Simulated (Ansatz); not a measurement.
Ligand exchange: AuBr + CBrCl2F → AuCl + CBr2ClF

Species: AuBr (bromogold), singlet; CBrCl2F (bromodichlorofluoromethane) `FC(Cl)(Cl)Br`, singlet; AuCl, singlet; CBr2ClF (dibromochlorofluoromethane) `FC(Cl)(Br)Br`, singlet. The partners trade Br for Cl: Au–Br and C–Cl bonds give way to Au–Cl and C–Br.

Shapes, held fixed at every level: PBE0-D4/def2-TZVP. Programs: Ansatz 0.2.0. The zero-point and thermal change to 298 K, harmonic and unscaled (PBE0-D4/def2-TZVP), is -0.6 kJ/mol.

```json
{"level": "wB97X-V/def2-TZVPP", "kind": "range-separated hybrid", "ΔH(298 K) (kJ/mol)": "+36.5", "less CCSD(T)/def2-TZVPP": "+1.1"}
{"level": "B2PLYP/def2-TZVPP", "kind": "double hybrid", "ΔH(298 K) (kJ/mol)": "+36.2", "less CCSD(T)/def2-TZVPP": "+0.8"}
{"level": "MP2/def2-SVP", "kind": "perturbation theory", "ΔH(298 K) (kJ/mol)": "+49.1", "less CCSD(T)/def2-TZVPP": "+13.7"}
{"level": "MP2/def2-TZVPP", "kind": "perturbation theory", "ΔH(298 K) (kJ/mol)": "+34.8", "less CCSD(T)/def2-TZVPP": "-0.6"}
{"level": "CCSD(T)/def2-SVP", "kind": "coupled cluster or CI", "ΔH(298 K) (kJ/mol)": "+45.4", "less CCSD(T)/def2-TZVPP": "+10.0"}
{"level": "CCSD/def2-TZVPP", "kind": "coupled cluster or CI", "ΔH(298 K) (kJ/mol)": "+36.7", "less CCSD(T)/def2-TZVPP": "+1.3"}
{"level": "CCSD(T)/def2-TZVPP", "kind": "coupled cluster or CI", "ΔH(298 K) (kJ/mol)": "+35.4", "less CCSD(T)/def2-TZVPP": "0.0"}
```

The highest level, CCSD(T)/def2-TZVPP, gives ΔH(298 K) = +35.4 kJ/mol; the levels span +34.8 to +49.1. The column of differences is taken from that level and isn't an error. No measured value is set beside it here. T1 is large for AuCl, so single-reference values are less sure there. For atoms past krypton def2 sets carry core potentials with scalar relativity. Relativity is left out for Br unless named. Correlated rows may include outer-core shells of Au, Br, which these sets cover unevenly.
